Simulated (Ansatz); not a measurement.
Frontier orbitals of Br$_{2}$FHSi (`F[SiH](Br)Br`).

The species carries charge 0 and has multiplicity 1. Correlated methods include outer-core shells of Br, which these sets cover unevenly. Scalar relativity is left out up to krypton. The structure was optimised at the PBE0-D4/def2-TZVP level. Basis def2-TZVPP, Ansatz.

```
functional  HOMO (eV)  LUMO (eV)  gap (eV)
       PBE      -7.55      -1.41      6.14
      BLYP      -7.36      -1.31      6.05
    r2SCAN      -7.90      -1.06      6.84
      PBE0      -8.84      -0.49      8.35
 CAM-B3LYP     -10.14       0.57     10.71
   LC-ωPBE     -11.54       1.79     13.33
   ωB97M-V     -11.02       1.46     12.48
```

Against PBE, PBE0 changes HOMO and LUMO by −1.29 and +0.92 eV, ωB97M-V by −3.47 and +2.86 eV. A gap of 6.14 eV thus becomes 12.48 eV for the same molecule, so an orbital gap means little without its functional. A positive LUMO is unbound and depends on the basis.

LC-ωPBE has ω = 0.4 bohr⁻¹.
